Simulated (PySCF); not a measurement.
**Bonding in `C=C[C@@H]1C=C(C[SiH3])[C@@H]1F`**

Compound: C7H11FSi.
Atom-mapped SMILES: `[CH2:1]=[CH:2][C@@H:3]1[CH:4]=[C:5]([CH2:6][SiH3:7])[C@@H:8]1[F:9]` (hydrogens: H10, H11 on C1; H12 on C2; H13 on C3; H14 on C4; H15, H16 on C6; H17, H18, H19 on Si7; H20 on C8)

Structure used (GFN2-xTB), in Å, numbered top down from 1:
```xyz
20
C7H11FSi angstrom
C      3.2566    1.2635    0.5225
C      1.9839    0.9631    0.3428
C      1.4946   -0.3815   -0.0709
C      0.5304   -0.3764   -1.2401
C     -0.5280   -0.7728   -0.5287
C     -1.9628   -0.9823   -0.7705
Si    -2.9847    0.4864   -0.0738
C      0.2722   -0.9148    0.7433
F     -0.1258   -0.1341    1.8024
H      3.5732    2.2508    0.8116
H      4.0370    0.5321    0.3857
H      1.2103    1.7051    0.4861
H      2.3229   -1.0910   -0.1458
H      0.6886   -0.1290   -2.2730
H     -2.2896   -1.9016   -0.2824
H     -2.1410   -1.0833   -1.8416
H     -2.4549    1.7248   -0.6452
H     -4.3718    0.2848   -0.5007
H     -2.8994    0.4986    1.3822
H      0.3835   -1.9317    1.1338
```

Bond orders from the PBE0/pcSseg-1 density (PySCF). One conformer (not necessarily the lowest) at the GFN2-xTB geometry, without solvent, vibrations or thermal averaging.

Where do the orders between heavy atoms depart from those drawn in the SMILES?

The largest departure is 0.271, at C4–C5 (drawn double, 1.729).

Set the Mayer orders of the bonds between heavy atoms beside their lengths.

```tsv
bond	drawn as	length (Å)	Mayer order
C1–C2	double	1.320	1.973
C2–C3	single	1.489	0.968
C3–C4	single	1.515	1.016
C4–C5	double	1.335	1.729
C5–C6	single	1.470	1.044
C6–Si7	single	1.920	0.884
C5–C8	single	1.509	0.992
C8–F9	single	1.375	0.900
C8–C3	single	1.563	0.979
```

By pair of heavy elements: C–C: lowest C2–C3 (0.968, 1.489 Å), highest C1–C2 (1.973, 1.320 Å); in 3 of the 21 pairs the longer bond (by over 0.003 Å) has the higher order (by 0.02 or more).

And the bonds to hydrogen?

C–H: 0.93 to 1.04 (8 bonds); H–Si: 0.93 to 0.95 (3 bonds).

Sum the orders of all bonds at each heavy atom with more than one neighbour and set the sums beside the valence in the SMILES.

C1 3.880 (drawn 4), C2 3.897 (drawn 4), C3 3.889 (drawn 4), C4 3.785 (drawn 4), C5 3.765 (drawn 4), C6 3.797 (drawn 4), Si7 3.715 (drawn 4), C8 3.821 (drawn 4). Orders between atoms that aren't bonded are not in these sums.

The Mayer order sums products of elements of PS (density times overlap matrix) between the two atoms' basis functions, so it depends on the basis set.
